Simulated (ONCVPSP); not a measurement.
**Cl (Z = 17): one change to an ONCV potential, before and after**

chlorine, optimised norm-conserving Vanderbilt (ONCV), made with ONCVPSP 4.0.1 (PBE, scalar-relativistic). Core [Ne], reference 3s2 3p4.5 (charge +0.5). Waves: 3s: rc 1.35 bohr, ncon 3, nbas 7, qcut 5.3 1/bohr, 2 projectors, debl 0.5 Ha; 3p: rc 1.00 bohr, ncon 5, nbas 9, qcut 9.3 1/bohr, 3 projectors, debl 2.9 Ha. Local part: polynomial inside 0.95 bohr (lpopt 5, dvloc0 4 Ha). Core correction: polynomial model core, fcfact 0.4.

In the s channel the program set the typed energies aside and used -0.962, 0.250 Ha.

All-electron outer shells of the reference configuration (PBE, scalar-relativistic, ld1.x):

```json
{"shell": "2s", "level (eV)": "-258.81", "outermost node (bohr)": "0.12", "outermost maximum (bohr)": "0.36"}
{"shell": "2p", "level (eV)": "-197.75", "outermost node (bohr)": "–", "outermost maximum (bohr)": "0.30"}
{"shell": "3s", "level (eV)": "-26.19", "outermost node (bohr)": "0.55", "outermost maximum (bohr)": "1.27"}
{"shell": "3p", "level (eV)": "-13.81", "outermost node (bohr)": "0.53", "outermost maximum (bohr)": "1.41"}
```

Change: core correction polynomial model core, fcfact 0.16.

Cutoffs: the cutoffs (Ha) at which the residual kinetic energy of the hardest occupied pseudo-wave falls to 1 and 0.1 mHa per electron; they do not see the model core or the augmentation charge, which bear on the density cutoff. Errors are all-electron minus pseudo energies relative to the spin-unpolarised reference configuration.

Question: What does the change do?

Answer: The potential gets neither clearly harder nor softer (218 Ha and 262 Ha → 218 Ha and 262 Ha); both files keep a bound ghost (p); of the 4 tests that both files solve, the error grows in 1 and shrinks in 0 by more than 15 % and 0.3 meV (median size 1.1 → 1.4 meV). A model core, the more so a compact one, raises the density cutoff, which this test does not measure.

```csv
quantity,base,changed
"cutoff, loose",218 Ha,218 Ha
"cutoff, tight",262 Ha,262 Ha
bound ghosts,p,p
GHOST(+) flags under 300 eV,s at 192.7 eV,s at 192.7 eV
"error for 3s2 3p5, meV [ΔE -5.58 eV]",+0.4,+0.4
"error for 3s2 3p4, meV [ΔE 8.29 eV]",0.0,0.0
"error for 3s2 3p3, meV [ΔE 33.74 eV]",+4.9,+5.2
"error for 3s1 3p6, meV [ΔE 6.57 eV]",+1.8,+2.4
s: phases at 1.37 bohr within 0.05 rad from the reference energy up to (Ha; the scan ends near 5),to the end of the scan,to the end of the scan
p: phases at 1.02 bohr within 0.05 rad from the reference energy up to (Ha; the scan ends near 5),to the end of the scan,to the end of the scan
"rms error of d²Exc/dni dnj with the model core, mHa",0.08,0.11
```

 A true bound ghost makes a file unfit for plane-wave use even where its test errors are small: the radial tests pick states by their node count and pass the ghost by.
